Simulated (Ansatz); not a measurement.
The first iterations of a band of Cl2H3O3Ta + H2 (11 atoms, charge 0, multiplicity 1).

The calculation used RKS revPBE/def2-SVP in Ansatz.

```json
{"movable images": "5", "climbing image": "yes", "spring": "5.0 eV/Å²", "optimiser": "quadratic models (default)", "start path": "through a guess of the saddle point", "force threshold": "0.05 eV/Å", "iteration limit": "60", "end points": "relaxed"}
```

Initial state:

```xyz
11
Properties=species:S:1:pos:R:3
Ta -0.364 -0.397 0.166
O 1.563 -0.374 0.291
H 1.968 -0.602 1.150
Cl -0.280 -0.920 2.538
O -0.227 -0.195 -1.703
H 0.108 -0.190 -2.613
Cl -1.547 1.582 0.550
O -1.389 -2.013 -0.017
H -1.558 -2.577 0.762
H 2.178 3.337 0.294
H 2.425 2.615 0.224
```

Final state:

```xyz
11
Properties=species:S:1:pos:R:3
Ta -0.504 0.304 0.218
O 1.787 -0.670 0.453
H 1.871 -0.489 1.417
Cl -0.028 0.646 2.560
O -0.263 0.372 -1.688
H 0.122 1.049 -2.269
Cl -2.564 1.377 0.279
O -0.712 -1.598 0.297
H 0.000 -2.261 0.219
H 0.790 1.536 0.108
H 2.376 0.000 0.052
```

| iteration | highest image above the first end (eV) | largest band force component (eV/Å) |
| --- | --- | --- |
| 1 | 30.729 | 118.488 |
| 2 | 5.628 | 27.445 |
| 3 | 3.138 | 15.607 |
| 4 | 1.631 | 4.056 |
| 5 | 1.167 | 1.545 |
| 6 | 2.664 | 12.520 |
| 7 | 1.211 | 1.537 |
| 8 | 1.179 | 1.352 |
| 9 | 1.183 | 1.273 |

Task: Does the band converge within its limit, and where does its top end?

Result: The run converged. It ended after 27 iterations with the highest image 1.256 eV above the first end. A vibrational analysis at the climbing image gives one clearly imaginary mode, 939i cm⁻¹: a first-order saddle point. The orbitals stay closed-shell, which can raise the energy where a bond breaks towards radicals; this wasn't checked here.

The run took 4.4 min on 4 threads of Arm Neoverse V2, with other jobs on the host, peak memory 0.22 GiB.
